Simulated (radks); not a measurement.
Initial-state core-level shifts of the cerium ion Ce+ when its valence configuration changes from [Xe] 4f1 5d2. Method: scalar-relativistic Kohn-Sham, r2SCAN, spin-polarised, spherical densities, finite nucleus; open shells are filled with parallel spins first (spin-orbit coupling, left out, can overturn this in heavy ions); meta-GGA in the generalised Kohn-Sham scheme; Fermi nuclear charge, rms radius 4.8771 fm; computed with a radial shooting solver on a logarithmic mesh with Libxc functionals. Shifts are changes of the shell-averaged eigenvalues in eV (positive: less bound); the change of the density at the nucleus, which sets a Mossbauer isomer shift, is in e/bohr^3, on a base of 3.975e+05.

valence               2p       3s       5s       5p  density at nucleus
5d2 6p1          -11.436  -12.800   -6.729   -5.814              +27.31
4f0.5 5d2.5       -3.723   -4.377   -1.609   -1.261              +11.19
4f1 5d1 6s1       -2.321   -2.289   -2.230   -2.054              +25.66
5d1 6s2          -13.282  -14.612   -8.270   -7.170              +82.29
6s2 6p1          -17.226  -18.520  -11.741  -10.355              +93.05
5d2 6s1          -10.373  -11.730   -5.666   -4.772              +53.26
4f1 5d1.5 6p0.5   -1.708   -1.694   -1.675   -1.579               +1.53
4f0.5 5d2 6s0.5   -4.970   -5.612   -2.783   -2.347              +24.78
4f1.5 5d1 6s0.5   +2.325   +2.921   +0.501   +0.253               +1.63
